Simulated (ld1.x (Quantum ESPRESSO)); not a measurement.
u(r) = r·R(r): atom against pseudo-atom (Cr (Z = 24))

Columns: radius, all-electron u(r) and pseudo u(r) of the 4p shell (level -13.23 eV) of chromium in the configuration [Ar] 3d4 4s0 4p0; PBEsol, scalar-relativistic, PAW scheme, ld1.x (Quantum ESPRESSO) 7.5.

```tsv
r (bohr)	all-electron	pseudo
0.158	0.1694	0.0069
0.315	0.0088	0.0272
0.473	-0.1929	0.0600
0.630	-0.2839	0.1032
0.788	-0.2693	0.1550
0.945	-0.1885	0.2123
1.102	-0.0757	0.2726
1.260	0.0476	0.3336
1.418	0.1671	0.3924
1.575	0.2750	0.4466
1.732	0.3685	0.4948
1.890	0.4466	0.5361
2.047	0.5086	0.5693
2.205	0.5559	0.5948
2.362	0.5894	0.6125
2.520	0.6109	0.6230
2.678	0.6216	0.6269
2.835	0.6232	0.6248
2.992	0.6172	0.6174
3.150	0.6048	0.6048
3.308	0.5872	0.5872
3.465	0.5657	0.5657
3.622	0.5412	0.5412
3.780	0.5143	0.5143
3.938	0.4859	0.4859
4.095	0.4568	0.4568
```

Q: How many radial nodes do the two functions have?

A: The all-electron 4p function has n − l − 1 = 2; the pseudo-wave has 0, since the states of the same l below it are removed with the core.

Q: At about which radius was the pseudo-wave matched?

A: 3.15 bohr. The columns agree to 0.0005 from 2.99 bohr on; several derivatives are matched, so the curves merge somewhat inside the radius.

Q: Where does each function peak?

A: Outermost all-electron maximum near 2.83 bohr, pseudo maximum near 2.68 bohr (to the table’s step).

Q: Is the pseudo-wave norm-conserving?

A: No, it belongs to a PAW set: the norm inside the radius is not constrained, and the difference is carried by the augmentation charge.
